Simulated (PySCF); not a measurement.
Ionisation energy of Rb by level of theory

Rb [Kr] 5s1 (2S) → Rb⁺ [Kr] (1S), as a difference of total energies. Computed with PySCF 2.14 in aug-cc-pVTZ-X2C (8s7p5d2f, 68 functions), with the spin-free X2C one-electron Hamiltonian (Gaussian nucleus). The calculations carry no spin-orbit coupling.

Question: Order these methods by the ionisation energy they give, lowest first.
A. wB97M-V
B. PBE0
C. UHF
D. BP86

Answer: C (3.803 eV), A (4.044 eV), B (4.204 eV), D (4.334 eV).

For comparison: 4.177 eV (measured; NIST Atomic Spectra Database, ionization energies).
